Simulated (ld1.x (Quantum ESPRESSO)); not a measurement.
Ranking TM potentials for arsenic

All share these settings but for the change named:

As (Z = 33), norm-conserving Troullier–Martins (Kleinman–Bylander form), made with ld1.x (Quantum ESPRESSO) 7.5 (PBE, fully relativistic). Core [Ar] 3d10, reference 4s2 4p3. Waves: 4s (bound): rc 1.25 bohr; 4p (bound): rc 2.25 bohr. Local part: the p channel. Core correction: Bessel-smoothed model core inside 1.05 bohr.

Open shells are filled in proportion to 2j + 1 (rel_dist='average').

Test errors are all-electron minus pseudo excitation energies from the reference, over 4s2 4p2; 4s2 4p1; 4s2 4p0; 4s0 4p5; 4s1 4p4; 4s1 4p0; 4s2 4p3.3. None of these files shows a bound ghost.

The base gives 414.0 meV.

Of 8 variants that were run, those that failed, showed a ghost or another fault, or gave nearly equal values are left out.

Problem. Rank these variants by their largest absolute test error, smallest first.
A. all radii but the core radius scaled by about 1.14 (s 1.42, p 2.56 bohr)
B. all radii but the core radius scaled by about 1.23 (s 1.54, p 2.78 bohr)
C. all radii but the core radius scaled by about 1.39 (s 1.74, p 3.12 bohr)

Solution. A (490.8 meV), B (572.1 meV), C (648.0 meV).
